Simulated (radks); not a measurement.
Values are calculated unless marked as measured or tabulated.
Q: These are the eigenvalues of the occupied orbitals of an atom or ion with whole-number occupations (hartree). Code: a radial shooting solver on a logarithmic mesh with Libxc functionals. Model: Dirac Kohn-Sham, BLYP, spin-unpolarised, spherical densities, finite nucleus; Fermi nuclear charge, rms radius of each element as measured or else 0.836 A^(1/3) + 0.57 fm.

1s1/2: -2389.318
2s1/2: -559.1950
2p1/2: -547.1274
2p3/2: -508.6148

Which element is it, and in what charge state? The configuration may be excited. Open shells, if any, fill j = l - 1/2 first.

A: Z = 69, thulium, charge +61: Tm61+ in [He] 2s2 2p4. The list shows which subshells hold electrons but not how many an open one holds; the 1s level, -2389.3 hartree, gives Z - s = 69.1 by -(Z - s)^2/2, which with screening and relativity narrows Z to a few neighbours, and the depths of the outer levels then fix element, charge and occupations together.
